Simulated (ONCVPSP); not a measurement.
**Plane-wave convergence, ONCV potential for iron**

* Element: Fe
* Generator: ONCVPSP 4.0.1
* Type: optimised norm-conserving Vanderbilt (ONCV)
* Functional: BLYP
* Relativity: scalar-relativistic
* Frozen core: [Ne]
* Valence charge: 16
* Reference configuration: 3s2 3p6 3d6.5 4s1.5
* Partial waves: 3s+4s: rc 1.20 bohr, ncon 4, nbas 7, qcut 10.7 1/bohr, 2 projectors; 3p: rc 1.05 bohr, ncon 3, nbas 7, qcut 13.2 1/bohr, 1 projector; 3d: rc 1.60 bohr, ncon 4, nbas 8, qcut 11.8 1/bohr, 2 projectors, debl 0.6 Ha
* Local potential: polynomial inside 0.80 bohr (lpopt 2, dvloc0 3 Ha)
* Core correction: Teter function fitted to the true core (icmod 2), fcfact 0.3

For each optimised wave give the share of its norm inside rc, the residual kinetic energy above qcut (Ha) and the cutoffs (Ha) for errors of 10, 1, 0.1 and 0.01 mHa per electron.

| wave | norm inside rc | residual KE | 10 mHa | 1 mHa | 0.1 mHa | 0.01 mHa |
| --- | --- | --- | --- | --- | --- | --- |
| 3s | 0.893 | 1.3e-06 | 30.5 | 39.7 | 46.7 | 52.2 |
| 4s | 0.029 | 6.2e-07 | 18.3 | 32.6 | 42.6 | 50.0 |
| 3p | 0.747 | 2.1e-07 | 25.1 | 31.6 | 57.9 | 70.5 |
| 3d | 0.780 | 7.9e-07 | 38.5 | 46.6 | 53.3 | 59.1 |
| d projector 2 | 0.082 | 7.6e-09 | 32.5 | 42.1 | 50.1 | 56.6 |

The occupied waves need 47 Ha and 58 Ha for 1 and 0.1 mHa.
